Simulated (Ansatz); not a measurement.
Consider the ligand exchange at the In–O bond: `[F][In]([Cl])[O][SiH3]` + `[SiH3]N[SiH3]` → `[F][In]([Cl])[N]([SiH3])[SiH3]` + `O[SiH3]`.

Program: Ansatz. Geometries: PBE0-D4/def2-TZVP. ΔE: electronic, gas phase. CBS: MP2 limit from def2 TZ/QZ plus the TZ coupled-cluster correction, frozen cores. This one scheme is used for every species. Functionals use def2-TZVPP. def2 core potentials past Kr. For In outer-core shells are correlated without core-valence functions, which leaves a few kJ/mol of doubt a bond. Each species was taken in one conformer, which may not be the lowest.

```csv
level,ΔE (kJ/mol)
RPA@PBE/def2-TZVPP,4.7
HF/CBS(def2),28.7
```

Problem. What does CCSD(T)/CBS give? (Best estimate.)

Solution. Computed: +3.6 kJ/mol. The listed levels differ from it by 1.1, 25.1 kJ/mol.

Largest T1 diagnostic among the species: 0.015.

Leaving LDA and LC-ωPBE aside and taking each functional with its dispersion term where it has one, the values, not all of them listed here, spread over 9.6 kJ/mol, from HSE06-D4 to B97M-V. LDA lies −10.1 kJ/mol from PBE without D4. At CCSD(T), def2-SVP lies +8.3 kJ/mol from the extrapolated value and def2-TZVPP +1.3 kJ/mol. In def2-TZVPP, CCSD(T) changes the Hartree–Fock value by −22.6 kJ/mol (the triples alone add −3.1 kJ/mol) and MP2 by −26.5 kJ/mol.
